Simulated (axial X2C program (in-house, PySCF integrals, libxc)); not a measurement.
# Low determinants of TlO at the PBE0 level, two-component

Calculated with an in-house relativistic program for diatomic molecules. Two-component (2c) means X2C with spin–orbit coupling and atomic mean-field two-electron Coulomb and Gaunt terms. Basis: Tl dyall-v3z [12s14p10d6f], O dyall-v3z [6s5p2d1f] (cores contracted in-house); Gaussian nuclei, density fitting, unrestricted open shells. Masses: Tl 204.974 u, O 15.995 u.

Search at 1.990 Å (vertical energies from the lowest determinant):

| ΔE (eV) | state | electrons beyond evenly filled partner blocks | electrons in ±ω = 1/2, 3/2, 5/2, 7/2 |
| --- | --- | --- | --- |
| 0.00 | Ω = 1/2 | ω = 1/2 | 51 26 10 2 |
| 0.21 | Ω = 3/2 | ω = 3/2 | 52 25 10 2 |
| 3.73 | Ω = 5/2 | 2 × ω = 1/2, ω = 3/2 | 52 25 10 2 |
| 4.04 | Ω = 1/2 | 2 × ω = -1/2, ω = 3/2 | 52 25 10 2 |
| 4.11 | Ω = 3/2 | 3 × ω = 1/2 | 51 26 10 2 |
| 4.12 | Ω = 7/2 | ω = 1/2, 2 × ω = 3/2 | 51 26 10 2 |
| 4.18 | Ω = 3/2 | ω = 3/2 | 50 27 10 2 |

Lowest determinant, Ω = 1/2 (⟨Sz⟩ = 0.47, ⟨Lz⟩ = 0.03 at PBE0): Re = 2.011 Å, ωe = 498.5 cm⁻¹.

The determinant in row 2 of the search, Ω = 3/2 (⟨Sz⟩ = 0.50, ⟨Lz⟩ = 1.00 at PBE0), was followed along the bond at PBE0; measured from the minimum of the lowest determinant it gives:

Te = -0.028 eV (-228 cm⁻¹), Re = 2.171 Å, ωe = 451.8 cm⁻¹.

Problem. Compare the bond of the determinant in row 2 with that of the lowest one.

Solution. At PBE0 its Re is 0.160 Å longer and its force constant, which goes as ωe², is 0.82 times that of the lowest determinant. T0 ≈ Te + Δωe/2 = -228 + (-23) = -251 cm⁻¹.

The search compares states at one distance, so a state with another bond length can lie lower; it is not exhaustive and yields mostly the lowest determinant of each block pattern, so other components and higher states of one pattern are missing. These are energies of single determinants, not of spin-adapted states; PBE0 term energies can be off by some tenths of an eV, and the functional has no current term. The lowest determinant need not be the ground state where others lie within half an eV.
